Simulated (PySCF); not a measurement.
**Where the electron goes**

Compound: C8H10P (charge +1).
Geometry (PBE0-D3(BJ)/def2-SVP, Å), atoms numbered from 1 in this order:
```xyz
19
C8H10P angstrom
C      3.703    0.430   -1.099
C      2.868   -0.103   -0.405
C      1.825   -0.732    0.381
P      0.261   -0.678   -0.562
C     -0.231    0.988   -0.908
C     -1.436    1.437   -0.525
C     -2.494    0.667    0.184
C     -2.212   -0.746    0.551
C     -1.092   -1.440    0.292
H      4.468    0.897   -1.698
H      2.052   -1.790    0.601
H      1.649   -0.216    1.340
H      0.553   -1.369   -1.762
H      0.487    1.630   -1.425
H     -1.684    2.480   -0.753
H     -3.420    0.696   -0.423
H     -2.785    1.220    1.097
H     -3.016   -1.263    1.087
H     -0.986   -2.484    0.602
```

Method used: TDDFT PBE0/def2-SVPD, vertical, gas phase, core orbitals frozen in the response (PySCF).

Frontier orbitals with the atoms that hold most of them (Löwdin shares over 4%, at most four atoms; ? is withheld):

| orbital | ε (eV) | atoms |
| --- | --- | --- |
| HOMO-3 | -12.92 | C9 26%, C8 22%, C5 18%, C6 17% |
| HOMO-2 | -12.56 | C5 20%, C6 13%, C9 12%, C7 8% |
| HOMO-1 | -11.85 | ? |
| HOMO | -11.77 | C1 35%, C2 34%, C3 7%, P4 4% |
| LUMO | ? | ? |
| LUMO+1 | -5.30 | C6 33%, C5 21%, P4 14%, C7 5% |
| LUMO+2 | -3.71 | P4 22%, C1 14%, H13 10%, C3 10% |

(1) Give the leading atoms of the HOMO-1.

(2) Which atoms hold the LUMO, and with what shares?

(3) What is the LUMO energy, and the HOMO–LUMO gap?

Answers

(1) C2 (bonded to 2 C) 42%; C1 (bonded to C and H) 42%; C3 (bonded to C, P and 2 H) 8%.

(2) C8 (bonded to 2 C and H) 34%; C9 (bonded to C, P and H) 25%; P4 (bonded to 3 C and H) 11%; C7 (bonded to 2 C and 2 H) 6%. By element: carbon 65% or more, phosphorus 11%.

(3) ε(LUMO) = -5.39 eV; the gap is 6.38 eV (0.2343 hartree).

**Question.** How does S1 compare with the orbital gap of 6.38 eV?

**Answer.** S1 is at 5.47 eV (f = 0.0010), 0.90 eV below the gap, made of HOMO→LUMO (73%), HOMO→LUMO+1 (22%). 

**Question.** One configuration dominates each of S1 and S5. Which, and how do the shares of the two leading atoms of either orbital change from the occupied to the empty one?

**Answer.** 
- S1 (5.47 eV, f 0.0010), HOMO→LUMO (73%): C1 35% → at most 7%, C2 34% → at most 7%, C8 at most 5% → 34%, C9 at most 5% → 25%
- S5 (6.09 eV, f 0.011), HOMO-2→LUMO (89%): C5 20% → at most 7%, C6 13% → at most 7%, C8 at most 9% → 34%, C9 12% → 25%

One conformer stands for the species.
